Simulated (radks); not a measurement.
Task: The magnesium ion Mg+, [Ne] 3s1. All-electron calculation, non-relativistic Kohn-Sham, exchange-only LDA, spin-polarised, spherical densities, point nucleus. Program: a radial shooting solver on a logarithmic mesh with Libxc functionals. Every spin shell is full or empty, so the densities are truly spherical. Functionals are evaluated on that one density, not self-consistently. Rank these exchange functionals by their error against the exact value of the orbitals, and give that value: LDA, B88, PBE, revPBE, RPBE, PW86, OPTX, AM05, B86b, TPSS, SCAN, r2SCAN, MS2, Tao-Mo, TASK.

Result: Exact: -15.7544 hartree. From best to worst, with 100 (|E| - |E exact|)/|E exact| (equal figures are ties): OPTX +0.08, revPBE +0.10, B88 +0.16, Tao-Mo +0.17, r2SCAN +0.18, B86b +0.26, RPBE +0.27, MS2 +0.34, SCAN +0.39, PBE -0.41, TPSS +0.46, PW86 +0.78, TASK -2.72, AM05 -7.32, LDA -8.54.
